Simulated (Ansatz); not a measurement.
Reaction (cleavage of the Si–Si bond): `N[SiH]([SiH3])O[SiH3]` + `O[SiH2]S` → `O[SiH2]S[SiH3]` + `N[SiH2]O[SiH3]`

Gas-phase electronic energies from Ansatz, PBE0-D4/def2-TZVP geometries. CBS: MP2 limit from def2 TZ/QZ plus the TZ coupled-cluster correction, frozen cores. Functionals use def2-TZVPP. One conformer a species, not always the lowest.

CCSD(T)/CBS gives -69.3 kJ/mol.

Problem. Another level gave -70.8 kJ/mol. Which?
A. PBE0/def2-TZVPP
B. r2SCAN-D4/def2-TZVPP
C. ωB97M-V/def2-TZVPP
D. PBE-D4/def2-TZVPP

Solution. C. ωB97M-V -70.8, PBE0 -60.9, PBE-D4 -54.2, r2SCAN-D4 -65.0 kJ/mol.

Largest T1 diagnostic among the species: 0.012.

From PBE to PBE0 (25 % exact exchange), in def2-TZVPP and without D4, ΔE moves by −6.0 kJ/mol.
